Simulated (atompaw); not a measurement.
potassium (K): one change to a PAW (atompaw) potential, before and after

```
Element                 : K
Generator               : atompaw 4.2.0.5
Type                    : PAW
Functional              : PBEsol
Relativity              : scalar-relativistic
Frozen core             : [Ne]
Valence charge          : 9
Reference configuration : 3s2 3p6 4s1 4p0
Partial waves           : 3s (bound): rc 1.35 bohr; 4s (bound): rc 2.50 bohr; 3p (bound): rc 2.25 bohr; 4p (bound, empty): rc 2.50 bohr; 3d channel at 0.3 Ry: rc 1.95 bohr; 3d channel at 1.2 Ry: rc 2.50 bohr
Local potential         : bessel scheme, radius 1.70 bohr
Core correction         : smooth core density matched at 2.05 bohr
Augmentation charge     : sinc compensation charge, radius 2.10 bohr; PAW radius 2.50 bohr; waves and projectors: custom polynom2 7 10 vanderbiltortho
```

Change: all radii scaled by about 1.29 (s 1.74, p 2.92, d 2.52 bohr); local potential bessel scheme, radius 2.20 bohr; augmentation sinc compensation charge, radius 2.72 bohr; PAW radius 3.24 bohr; waves and projectors: custom polynom2 7 10 vanderbiltortho; core correction smooth core density matched at 2.66 bohr.

Cutoffs: the cutoffs (Ry, on a coarse ladder) from which the occupation-weighted sum of valence levels, in a spherical-Bessel basis at the reference potential, stays within 10 and 1 mRy of its value at 400 Ry; they do not see the model core or the augmentation charge, which bear on the density cutoff.

**Question.** What does the change do?

**Answer.** The potential gets harder (18 Ry and 30 Ry → 18 Ry and 35 Ry); neither file shows a bound ghost.

```tsv
quantity	base	changed
cutoff, loose	18 Ry	18 Ry
cutoff, tight	30 Ry	35 Ry
loose cutoff by channel (10 mRy a level)	s 10 Ry, p 10 Ry	s 12 Ry, p 10 Ry
bound ghosts	none	none
lowest overlap eigenvalue by channel	s 0.38, p 0.48, d 0.41	s 0.41, p 0.79, d 0.69
```

 The cutoffs see the waves, projectors and local potential, not the compensation charge or the core.
